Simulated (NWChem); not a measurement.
MgSiH₄O; SMILES [MgH][O][SiH3]

```xyz
7

Mg     0.0073     1.9347     0.0062
H      0.0165     3.6232     0.0132
O     -0.0007     0.1325     0.0001
Si    -0.0003    -1.5032    -0.0006
H     -1.0809    -2.0540    -0.8838
H     -0.2244    -2.0543     1.3767
H      1.3051    -2.0531    -0.4953
```
Atoms are numbered in this order, from 1.

All runs: NWChem. Pople sets run with spherical d functions. The geometry was optimised at PBE0/def2-SVP. Core excitations by TDA in a window of 1s orbitals, non-relativistic and unshifted: absolute energies depend strongly on the exact-exchange share.

For level O K edge, PBE0/def2-TZVP:

| Property | Result |
|---|---|
| first 1s excitation (eV) | 518.9 |
| dipole oscillator strength of the first | 0.0014 |
| first state with f > 0.002 (eV) | 519.8 |
| dipole oscillator strength of that state | 0.0056 |

Task: How do the values read with level Si K edge, BHandHLYP/6-311G** instead?

Result: 
* **first 1s excitation (eV)**: 1823.3
* **dipole oscillator strength of the first**: 0.0029
* **first state with f > 0.002 (eV)**: 1823.3
* **dipole oscillator strength of that state**: 0.0029
